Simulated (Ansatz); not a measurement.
Reactions of `[OH][Al]([SH])[O][SiH3]`.

Calculated with Ansatz (gas phase, PBE0-D4/def2-TZVP geometries, no zero-point term in ΔE). CCSD(T)/CBS is the MP2 limit (def2-TZVPP, def2-QZVPP) plus CCSD(T) − MP2 in def2-TZVPP, frozen cores. This one scheme is used for every species, atoms too. Open shells (•) are unrestricted, without spin–orbit coupling. Spin–orbit coupling would lower the free atoms: a little for Al, O, S, Si. Elements past krypton have def2 core potentials. For Br, I, Sn outer-core shells are correlated without core-valence functions, so the limit isn't a true one: a few kJ/mol of doubt a bond, and 10 to 20 or more in all where bonds break to atoms. Scalar relativity is left out up to krypton. Each species was taken in one conformer, which may not be the lowest.

(1) Order these by ΔE at CCSD(T)/CBS, lowest first. (Estimate.)
A. `[OH][Al]([SH])[O][SiH3]` → Al• + 5 H• + 2 O• + S• + Si•
B. `[OH][Al]([SH])[O][SiH3]` + NH₃ → `[NH2][Al]([SH])[O][SiH3]` + H₂O
C. `[OH][Al]([SH])[O][SiH3]` + `O[SiH](F)I` → `[OH][Al]([OH])[O][SiH3]` + `F[SiH](S)I`
D. `[OH][Al]([SH])[O][SiH3]` + HCl → `[SiH3][O][Al]([SH])[Cl]` + H₂O
E. `[OH][Al]([SH])[O][SiH3]` + `[F][SnH2][Br]` → `[F][Al]([SH])[O][SiH3]` + `[OH][SnH2][Br]`
F. `[OH][Al]([SH])[O][SiH3]` + `N[SiH]1NP1` → `[NH2][Al]([SH])[O][SiH3]` + `O[SiH]1NP1`
G. `[OH][Al]([SH])[O][SiH3]` → `[OH][Al][O][SiH3]`• + `[SH]`•

Largest T1 diagnostic: 0.018, for Al•.

## Answers

(1) D (-7.1 kcal/mol), E (-4.2 kcal/mol), F (+0.5 kcal/mol), C (+6.9 kcal/mol), B (+10.2 kcal/mol), G (+98.7 kcal/mol), A (+854.1 kcal/mol).
